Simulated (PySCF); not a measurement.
A geometry optimisation, step by step.

Compound: (OH)3Hf-O-SiH3 (singlet state).
Bonds: Hf1–O2, Hf1–O3, Hf1–O4, Hf1–O5, O5–Si6. Hydrogens: H7 on O2; H8 on O3; H9 on O4; H10, H11, H12 on Si6.

Computed by this run: PySCF, PBE0-D3(BJ)/def2-SVP geometry optimisation, gas phase, def2 core potentials past Kr; density fitting, grid level 1; the optimiser is geomeTRIC in internal coordinates, started from a GFN2-xTB structure with every atom displaced at random (about 0.03 Å). 14 of its 20 geometries are shown. The frame can shift and turn from step to step; on so coarse a grid that alone can change the energy by a few meV, and forces under 0.02 eV/Å are noise.

Step 0: E = -17454.9688 eV, largest atomic force 7.336 eV/Å
```
atom  x, y, z in Å  |  force x, y, z in eV/Å
Hf1     0.653    0.571   -0.167   -4.190   3.473  -0.256
O2      1.737   -0.567   -1.023    5.401  -3.273  -3.732
O3      1.256    2.262   -0.808    1.475   2.856   1.462
O4      0.775    0.736    1.679   -2.334  -2.297   5.440
O5     -1.239    0.207   -0.580    0.257   1.968  -0.838
Si6    -1.703   -1.213   -0.064   -1.119  -2.191   1.172
H7      2.449   -0.086   -1.529   -0.830  -1.187   0.516
H8      1.609    2.846   -0.051   -0.797  -1.010  -1.966
H9      0.042    0.167    2.194    2.668   2.130  -1.300
H10    -2.562   -1.091    1.162    0.069  -0.106   0.005
H11    -2.442   -1.894   -1.118   -0.285  -0.625  -0.375
H12    -0.458   -2.021    0.355   -0.316   0.263  -0.130
```

Step 1: E = -17456.2428 eV, largest atomic force 1.588 eV/Å
```
atom  x, y, z in Å  |  force x, y, z in eV/Å
Hf1     0.640    0.592   -0.175   -0.276   0.923   0.393
O2      1.844   -0.625   -1.103    0.141  -0.174   0.054
O3      1.270    2.339   -0.808    0.109   0.112   0.777
O4      0.783    0.748    1.802   -0.861  -1.016  -0.089
O5     -1.273    0.213   -0.603    0.836   0.988  -0.209
Si6    -1.757   -1.243   -0.084   -0.925  -1.190   0.500
H7      2.514   -0.122   -1.575    0.366  -0.215  -0.300
H8      1.601    2.892   -0.073   -0.150   0.000  -0.630
H9      0.135    0.241    2.344    0.814   0.679  -0.264
H10    -2.618   -1.132    1.140    0.062  -0.026  -0.052
H11    -2.502   -1.955   -1.148    0.003  -0.243  -0.074
H12    -0.521   -2.032    0.334   -0.120   0.162  -0.105
```

Step 3: E = -17456.5403 eV, largest atomic force 0.593 eV/Å
```
atom  x, y, z in Å  |  force x, y, z in eV/Å
Hf1     0.657    0.652   -0.163    0.311  -0.073  -0.311
O2      1.906   -0.599   -1.067   -0.186   0.534   0.179
O3      1.248    2.419   -0.772   -0.226  -0.291   0.094
O4      0.838    0.701    1.780   -0.057  -0.176  -0.304
O5     -1.229    0.189   -0.583   -0.157  -0.471   0.154
Si6    -1.862   -1.293   -0.113    0.264   0.327  -0.164
H7      2.618   -0.191   -1.579   -0.034  -0.304   0.021
H8      1.577    3.049   -0.128    0.115   0.387  -0.008
H9      0.343    0.282    2.483    0.032   0.004   0.306
H10    -2.759   -1.169    1.071   -0.090   0.089  -0.023
H11    -2.555   -2.039   -1.207    0.031   0.146   0.010
H12    -0.665   -2.084    0.330   -0.004  -0.171   0.045
```

Step 4: E = -17456.6723 eV, largest atomic force 1.024 eV/Å
```
atom  x, y, z in Å  |  force x, y, z in eV/Å
Hf1     0.673    0.692   -0.148    0.453  -0.329  -0.301
O2      1.937   -0.569   -1.016   -0.256   0.597   0.116
O3      1.201    2.483   -0.746   -0.208  -0.205   0.161
O4      0.899    0.643    1.774   -0.040   0.033  -0.291
O5     -1.191    0.150   -0.559   -0.430  -0.816   0.185
Si6    -1.927   -1.323   -0.144    0.752   0.678  -0.153
H7      2.681   -0.280   -1.560   -0.116  -0.227   0.098
H8      1.526    3.202   -0.200    0.034   0.185  -0.101
H9      0.580    0.299    2.602    0.011  -0.069   0.317
H10    -2.890   -1.155    0.981   -0.089   0.088  -0.040
H11    -2.575   -2.042   -1.280   -0.031   0.207  -0.053
H12    -0.798   -2.183    0.345   -0.080  -0.142   0.062
```

Step 6: E = -17456.8579 eV, largest atomic force 1.698 eV/Å
```
atom  x, y, z in Å  |  force x, y, z in eV/Å
Hf1     0.708    0.738   -0.054    0.282  -0.436  -0.174
O2      1.993   -0.473   -0.888    0.336   0.326  -0.529
O3      0.994    2.577   -0.641    0.094   0.588   0.308
O4      1.080    0.529    1.814    0.166   0.038   1.689
O5     -1.096    0.007   -0.446   -0.245  -0.647   0.219
Si6    -2.009   -1.393   -0.208    0.479   0.658  -0.133
H7      2.762   -0.500   -1.478   -0.548  -0.036   0.434
H8      1.246    3.493   -0.433   -0.231  -0.773  -0.257
H9      1.276    0.421    2.773   -0.301   0.134  -1.554
H10    -3.144   -1.103    0.726    0.047  -0.037  -0.059
H11    -2.553   -1.913   -1.505    0.028   0.097   0.078
H12    -1.140   -2.466    0.392   -0.107   0.090  -0.022
```

Step 7: E = -17456.9512 eV, largest atomic force 0.433 eV/Å
```
atom  x, y, z in Å  |  force x, y, z in eV/Å
Hf1     0.741    0.703   -0.023    0.178  -0.172   0.112
O2      2.023   -0.456   -0.896    0.145   0.108  -0.283
O3      0.930    2.536   -0.625    0.059   0.385   0.111
O4      1.115    0.532    1.853   -0.021   0.137   0.405
O5     -1.046   -0.035   -0.401   -0.169  -0.366   0.160
Si6    -1.998   -1.388   -0.207    0.024   0.350  -0.172
H7      2.770   -0.503   -1.495   -0.063  -0.083   0.064
H8      1.133    3.465   -0.481   -0.092  -0.311  -0.133
H9      1.348    0.470    2.781   -0.070  -0.024  -0.302
H10    -3.152   -1.065    0.690    0.027  -0.057   0.003
H11    -2.531   -1.820   -1.537    0.008  -0.037   0.048
H12    -1.217   -2.522    0.392   -0.027   0.070  -0.014
```

Step 9: E = -17457.0173 eV, largest atomic force 0.485 eV/Å
```
atom  x, y, z in Å  |  force x, y, z in eV/Å
Hf1     0.837    0.641    0.071   -0.141  -0.056  -0.075
O2      2.147   -0.376   -0.917    0.074   0.074  -0.025
O3      0.776    2.465   -0.543    0.062   0.022   0.063
O4      1.220    0.529    1.957    0.004   0.090  -0.065
O5     -0.925   -0.164   -0.275    0.299   0.166   0.118
Si6    -2.034   -1.369   -0.235   -0.409  -0.255  -0.053
H7      2.855   -0.546   -1.532    0.045  -0.070  -0.034
H8      0.816    3.413   -0.626   -0.012   0.096  -0.051
H9      1.614    0.597    2.822    0.021  -0.041   0.131
H10    -3.218   -0.981    0.594    0.014   0.020  -0.001
H11    -2.514   -1.672   -1.620    0.007  -0.033   0.006
H12    -1.458   -2.618    0.356    0.037  -0.014  -0.014
```

Step 10: E = -17457.0347 eV, largest atomic force 0.359 eV/Å
```
atom  x, y, z in Å  |  force x, y, z in eV/Å
Hf1     0.877    0.617    0.103   -0.203  -0.014  -0.096
O2      2.226   -0.307   -0.926    0.003   0.074   0.044
O3      0.696    2.436   -0.499    0.082   0.016   0.054
O4      1.268    0.541    1.997    0.076   0.068  -0.107
O5     -0.861   -0.252   -0.211    0.282   0.093   0.089
Si6    -2.056   -1.376   -0.248   -0.276  -0.229   0.010
H7      2.927   -0.542   -1.528    0.007  -0.036   0.002
H8      0.642    3.368   -0.692   -0.005   0.015  -0.020
H9      1.730    0.660    2.824   -0.024  -0.038   0.058
H10    -3.236   -0.933    0.560    0.019   0.033  -0.006
H11    -2.517   -1.618   -1.650    0.022   0.010  -0.008
H12    -1.580   -2.678    0.321    0.018   0.009  -0.020
```

Step 12: E = -17457.0518 eV, largest atomic force 0.173 eV/Å
```
atom  x, y, z in Å  |  force x, y, z in eV/Å
Hf1     0.880    0.615    0.108    0.002   0.061  -0.001
O2      2.274   -0.228   -0.928   -0.029   0.002   0.010
O3      0.646    2.435   -0.480   -0.007   0.002  -0.007
O4      1.314    0.582    1.993    0.069   0.025  -0.045
O5     -0.806   -0.358   -0.147   -0.094  -0.146  -0.002
Si6    -2.078   -1.411   -0.240    0.129   0.086  -0.002
H7      2.979   -0.529   -1.495   -0.010  -0.005   0.019
H8      0.536    3.341   -0.754    0.006  -0.018   0.007
H9      1.802    0.708    2.804   -0.042  -0.025   0.011
H10    -3.230   -0.907    0.568   -0.009  -0.005   0.003
H11    -2.523   -1.574   -1.658   -0.003   0.016  -0.001
H12    -1.678   -2.757    0.280   -0.012   0.005   0.010
```

Step 13: E = -17457.0548 eV, largest atomic force 0.190 eV/Å
```
atom  x, y, z in Å  |  force x, y, z in eV/Å
Hf1     0.881    0.619    0.109    0.012   0.024   0.033
O2      2.282   -0.207   -0.927   -0.014  -0.017  -0.017
O3      0.627    2.435   -0.482   -0.033   0.002  -0.025
O4      1.333    0.602    1.988    0.041   0.015  -0.046
O5     -0.785   -0.394   -0.126   -0.102  -0.121  -0.015
Si6    -2.078   -1.421   -0.235    0.149   0.117  -0.008
H7      2.987   -0.532   -1.482   -0.006   0.001   0.017
H8      0.499    3.331   -0.780    0.007   0.000   0.006
H9      1.817    0.721    2.801   -0.024  -0.015   0.036
H10    -3.220   -0.904    0.578   -0.012  -0.013   0.004
H11    -2.522   -1.549   -1.658   -0.006   0.005   0.005
H12    -1.706   -2.782    0.264   -0.012   0.002   0.009
```

Step 15: E = -17457.0598 eV, largest atomic force 0.063 eV/Å
```
atom  x, y, z in Å  |  force x, y, z in eV/Å
Hf1     0.886    0.630    0.106    0.016  -0.035   0.033
O2      2.278   -0.204   -0.931   -0.002   0.001  -0.030
O3      0.597    2.434   -0.509   -0.033  -0.014  -0.016
O4      1.366    0.633    1.976    0.008   0.029  -0.028
O5     -0.756   -0.428   -0.104    0.043   0.045   0.012
Si6    -2.062   -1.425   -0.225   -0.044  -0.008  -0.011
H7      2.982   -0.551   -1.472    0.014  -0.004   0.001
H8      0.456    3.326   -0.815    0.008   0.007   0.002
H9      1.801    0.725    2.819   -0.010  -0.009   0.038
H10    -3.197   -0.906    0.599    0.001   0.000  -0.001
H11    -2.514   -1.517   -1.648   -0.006  -0.008   0.003
H12    -1.721   -2.800    0.255    0.005  -0.004  -0.003
```

Step 16: E = -17457.0616 eV, largest atomic force 0.118 eV/Å
```
atom  x, y, z in Å  |  force x, y, z in eV/Å
Hf1     0.893    0.633    0.103    0.018  -0.039   0.008
O2      2.280   -0.206   -0.937    0.003   0.012  -0.027
O3      0.579    2.428   -0.531   -0.021  -0.033  -0.001
O4      1.386    0.653    1.967    0.005   0.033   0.013
O5     -0.738   -0.444   -0.093    0.076   0.087   0.020
Si6    -2.054   -1.425   -0.217   -0.096  -0.044  -0.007
H7      2.986   -0.558   -1.471    0.011  -0.002   0.002
H8      0.434    3.319   -0.836    0.008   0.001   0.002
H9      1.775    0.729    2.835   -0.018  -0.008  -0.002
H10    -3.181   -0.903    0.617    0.006   0.004  -0.002
H11    -2.516   -1.501   -1.638   -0.002  -0.009   0.002
H12    -1.728   -2.808    0.251    0.009  -0.002  -0.008
```

Step 18: E = -17457.0643 eV, largest atomic force 0.027 eV/Å
```
atom  x, y, z in Å  |  force x, y, z in eV/Å
Hf1     0.911    0.624    0.093    0.001  -0.025  -0.009
O2      2.300   -0.210   -0.952    0.003   0.008  -0.006
O3      0.559    2.400   -0.568   -0.001  -0.009   0.006
O4      1.406    0.683    1.956   -0.005   0.010   0.012
O5     -0.714   -0.464   -0.082    0.008   0.022   0.006
Si6    -2.052   -1.420   -0.202   -0.016  -0.006   0.001
H7      3.019   -0.555   -1.473    0.003  -0.001   0.005
H8      0.411    3.295   -0.862    0.005   0.000  -0.001
H9      1.708    0.739    2.859   -0.002   0.000  -0.012
H10    -3.158   -0.885    0.651    0.002   0.001   0.001
H11    -2.533   -1.476   -1.617    0.001   0.000  -0.001
H12    -1.742   -2.813    0.248    0.000   0.000  -0.002
```

Step 19: E = -17457.0645 eV, largest atomic force under 0.02 eV/Å
```
atom  x, y, z in Å  |  force x, y, z in eV/Å
Hf1     0.914    0.618    0.091    0.006  -0.004   0.003
O2      2.305   -0.212   -0.953   -0.001   0.001  -0.003
O3      0.562    2.394   -0.571   -0.001   0.002   0.000
O4      1.404    0.684    1.954   -0.007   0.001  -0.008
O5     -0.715   -0.463   -0.083   -0.016  -0.007  -0.001
Si6    -2.055   -1.418   -0.200    0.009   0.006   0.001
H7      3.028   -0.553   -1.473    0.003  -0.002   0.004
H8      0.416    3.290   -0.863    0.004  -0.001  -0.001
H9      1.701    0.741    2.859    0.004   0.002   0.003
H10    -3.158   -0.880    0.656    0.000  -0.001   0.002
H11    -2.539   -1.473   -1.614    0.000   0.002   0.000
H12    -1.746   -2.811    0.248   -0.002   0.001   0.000
```

Question: Summarise the path.

Answer: The energy falls by 2.0958 eV from step 0 to step 19; nine tenths of that is first reached at step 6. It falls at every step. The largest force goes from 7.336 to under 0.02 eV/Å. Among the bonds Hf1–O2 changes most, from 1.789 to 1.928 Å; the atoms move by 1.020 Å rms after alignment.

The cost below is that of the whole optimisation. On Arm Neoverse V2, one thread, shared host with 96 logical CPUs at a one-minute load of 81, this took 3.6 min of wall time and 0.51 GiB of memory at its peak.
